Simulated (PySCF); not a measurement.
## Computed structure and properties of [PbOCl]+

System: [PbOCl]+ (singlet); start: template (Cs). Method: PySCF 2.14.0, RKS PBE0, Pb def2-SVP with ECP60, O def2-SVP, Cl def2-SVP; non-relativistic Hamiltonian with scalar-relativistic core potentials where named; density fitting; no spin-orbit coupling.

Input of the relaxation:

```python
mol = gto.M(atom='''
Pb     0.20022     0.00000    -0.17101
O      1.67272     0.00000     0.48799
Cl    -1.95588     0.00000     0.79389''',
    basis={'Pb': 'def2-SVP', 'O': 'def2-SVP', 'Cl': 'def2-SVP'},
    ecp={'Pb': 'def2-SVP'},
    charge=1, spin=0)
mf = dft.RKS(mol, xc='PBE0')
mf.grids.atom_grid = (50, 194)
mf = mf.density_fit()  # fitting sets: Pb def2-universal-JKFIT, O def2-universal-JKFIT, Cl def2-universal-JKFIT
mf.conv_tol = 1e-08; mf.max_cycle = 55
mf.kernel(dm0)  # dm0: converged density of the start geometry
# quasi-Newton relaxation in Cartesian coordinates to a largest gradient under 0.00045 Eh/bohr, steps kept in the point group
```

Run from Python with OMP_NUM_THREADS=2; the lines above give its settings. Where DIIS fails, smearing, a level shift and second-order steps follow.
It took 9.4 s on 2 threads of Arm Neoverse V1 (shared host), from the converged density of the start.

Course of the relaxation:

```
step  energy above end (eV)  largest force component within the symmetry (eV/Å)
   0                 2.7985                                              18.038
   1                 0.5403                                               1.853
   2                 0.3637                                               1.022
   3                 0.2165                                               0.970
   4                 0.1437                                               1.101
   5                 0.0534                                               0.896
   6                 0.0050                                               0.298
   7                 0.0005                                               0.159
   8                 0.0000                                               0.009
   9                 0.0000                                               0.002
```

Relaxed geometry (C∞v):

```xyz
3

Pb    0.1197    0.0000    0.3540
O     2.0110    0.0000    0.2032
Cl   -2.2137    0.0000    0.5537
```

| contact | Å |
| --- | --- |
| Pb1–O2 (O) | 1.897 |
| Pb1–Cl3 (Cl) | 2.342 |

On the finer grid (75, 302):

```json
{
  "HOMO": "-15.12 eV",
  "LUMO": "-10.93 eV",
  "Dipole about the centre of mass": "2.43 D",
  "Set of Mulliken populations of Pb1 outside the core potential": "s 3.57, p 7.01, d 10.16",
  "D3(BJ) dispersion energy (not in the energies)": "-0.055 eV"
}
```

| atom | Mulliken (e) | Löwdin (e) | spin (e) |
| --- | --- | --- | --- |
| Pb1 | 1.25 | 0.99 | 0.00 |
| O2 | -0.30 | -0.21 | 0.00 |
| Cl3 | 0.05 | 0.22 | 0.00 |

On the grid (50, 194), as all that follows. Harmonic modes: a minimum; lowest 93 cm⁻¹ (negative: unstable), highest 723 cm⁻¹, zero-point energy 0.080 eV.

Rigid scan of O along the line from its metal:

```
distance to O2 (Å)  energy (eV)
              1.60        2.282
              1.70        0.829
              1.80        0.170
              1.90        0.000
              2.00        0.116
              2.10        0.385
              2.20        0.719
              2.35        1.231
```

Taking off one Cl (charge -1, singlet; the rest: singlet) in vacuum, both parts rigid, costs 18.17 eV; the small basis without counterpoise inflates it. Most of it is the attraction of opposite charges; other ways to part are cheaper, and one spin state was tried for the rest.

Rigid scan of Cl along the line from its metal:

(distance to Cl3 (Å), energy (eV)): (2.04, 1.142), (2.14, 0.435), (2.24, 0.093), (2.34, 0.000), (2.44, 0.070), (2.54, 0.243), (2.74, 0.739), (3.04, 1.537), (3.44, 2.382), (3.94, 3.035)

One start shape was tried, so this needn't be the lowest isomer.
